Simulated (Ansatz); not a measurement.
Compare A (`F[SiH]1C[SiH2][Se]1`) with its isomer B (`F[Si@H]1C[Si@@H]1[SeH]`).

Isolated molecules relaxed with PBE0-D4/def2-TZVP in Ansatz; ΔE leaves out vibrations. CBS: MP2 limit from def2 TZ/QZ plus the TZ coupled-cluster correction, frozen cores. DFT in def2-TZVPP. B3LYP here is the variant with VWN-RPA as its local correlation; programs differ in this. For Se outer-core shells are correlated without core-valence functions, which leaves a few kJ/mol of doubt a bond. Scalar relativity is left out up to krypton. Each species was taken in one conformer, which may not be the lowest.

A:

```xyz
10

F    -0.498   -2.302    1.125
Si    0.189   -1.383    0.013
C    -0.842    0.121   -0.376
Si    0.462    1.339    0.223
Se    1.996   -0.266    0.816
H     0.512   -2.288   -1.114
H    -1.763    0.154    0.209
H    -1.089    0.229   -1.434
H     0.045    2.168    1.383
H     0.989    2.228   -0.843
```

B:

```xyz
10

F    -2.8110   -0.1135   -0.0224
Si   -1.3156    0.4195    0.1608
C    -0.0480   -0.7252    0.9268
Si    0.4988   -0.3822   -0.8761
Se    2.4114    0.7507   -1.3456
H    -1.3631    1.7932    0.7119
H     0.5259   -0.3504    1.7734
H    -0.3214   -1.7709    1.0780
H     0.4788   -1.5948   -1.7270
H     1.9443    1.9737   -0.6798
```

(1) Which is lower in electronic energy at CCSD(T)/CBS, and by how much? (An estimate is asked.)

(2) Give E(B) − E(A) in kcal/mol with PBE-D4, HF/def2-TZVPP, ωB97M-V, PBE0-D4, B3LYP, CCSD/def2-TZVPP, B2PLYP. (Estimate.)

Largest T1 diagnostic: 0.011.

Answers

(1) Computed: A, by 52.9 kcal/mol.

(2) Ansatz gave: PBE-D4 47.3, HF/def2-TZVPP 55.3, ωB97M-V 52.8, PBE0-D4 50.5, B3LYP 48.8, CCSD/def2-TZVPP 52.2, B2PLYP 51.2. None reverses the order clearly.

The D4 term adds +1.2 kcal/mol with B3LYP and +0.6 kcal/mol with PBE0; it sums over pairs of atoms, weighted by their polarisabilities, and B3LYP, whose exchange is more repulsive, gets the larger term. From PBE to PBE0 (25 % exact exchange), in def2-TZVPP and without D4, E(B) − E(A) moves by +3.4 kcal/mol.
